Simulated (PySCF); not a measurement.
NMR data simulated for an unnamed compound:

$^{1}$H NMR (400 MHz, computed): δ 4.44 (m, 1H), 4.43 (m, 1H), 0.57 (m, 3H), 0.37 (m, 3H).

$^{13}$C{$^{1}$H} NMR (computed): δ 116.9 (C), 115.0 (C), 5.6 (CH3), -5.2 (CH3).

Computed data (PySCF 2.14.0 with density-fitted response routines): geometry from GFN2-xTB, NMR shieldings at PBE0/pcSseg-1/GIAO. Non-relativistic Hamiltonian, one conformer, gas phase, rapidly exchanging positions averaged.

Referencing at the same level of theory: $^{1}$H and $^{13}$C against TMS.

Which of these does the molecule contain: a C≡C triple bond, a Si–H bond, an S-methyl group, an N-methyl group, a ketone, a Si–CH3 group?

Results:


- A C≡C triple bond: yes (δC 116.9, 115.0).
- A Si–H bond: yes (δH 4.44 (m), 4.43 (m)).
- An S-methyl group: no.
- An N-methyl group: no.
- A ketone: no.
- A Si–CH3 group: yes (δC -5.2; δH 0.37 (m)).

The data belong to SMILES C[SiH2]C#C[Si@@](C)(F)Cl, C4H8ClFSi2; they needn't prove each group on their own.

Carbon signals by region: 2 in the sp2 and nitrile region (100–160 ppm), 2 below 50 ppm.

Splittings by $^{19}$F in the carbon and heteronuclear signals aren't shown, as no couplings were computed. Shifts are as computed. Against solution values, carbons near 30 ppm lie about +3 ppm off and those near 130 ppm about +5 ppm. Of 1309 compounds with measured shifts, 239 miss one by over three times the rms of a fit or turn the order of signals round; such compounds aren't used in these exercises. Multiplicities follow the n + 1 count of equivalent neighbours, as no J values were calculated; m marks all less simple cases, F and P coupling included.
